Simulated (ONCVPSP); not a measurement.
## Transferability test, ONCV potential for Mo

* Element: Mo
* Generator: ONCVPSP 4.0.1
* Type: optimised norm-conserving Vanderbilt (ONCV)
* Functional: PBEsol
* Relativity: scalar-relativistic
* Frozen core: [Ar] 3d10
* Valence charge: 14
* Reference configuration: 4s2 4p6 4d5 5s1
* Partial waves: 4s+5s: rc 1.90 bohr, ncon 4, nbas 8, qcut 6.7 1/bohr, 3 projectors, debl 1.7 Ha; 4p: rc 1.50 bohr, ncon 3, nbas 6, qcut 9.1 1/bohr, 2 projectors, debl 3 Ha; 4d: rc 2.45 bohr, ncon 4, nbas 8, qcut 7.2 1/bohr, 2 projectors, debl 3.5 Ha
* Local potential: polynomial inside 1.40 bohr (lpopt 1, dvloc0 0 Ha)
* Core correction: Teter function, fcfact 3, rcfact 1.05

Energies are relative to the spin-unpolarised reference configuration 4s2 4p6 4d5 5s1; without spin polarisation the order of configurations can differ from experiment.

Q: Give the all-electron excitation energy and the error of the potential for: 4s2 4p6 4d5 5s0; 4s2 4p6 4d4 5s0; 4s2 4p6 4d3 5s0; 4s2 4p6 4d4 5s1 5p1.

A:

```
valence configuration  charge  ΔE all-electron (eV)  error AE − PS (meV)
      4s2 4p6 4d5 5s0      +1                 6.905                 -1.5
      4s2 4p6 4d4 5s0      +2                22.360                 -0.3
      4s2 4p6 4d3 5s0      +3                49.085                  +23
  4s2 4p6 4d4 5s1 5p1       0                 3.762                 +4.8
```

Levels in the configuration 4s2 4p6 4d4 5s0:

```
level  all-electron (eV)  pseudo (eV)
   4s            -82.685      -82.697
   4p            -56.703      -56.702
   4d            -20.814      -20.806
```
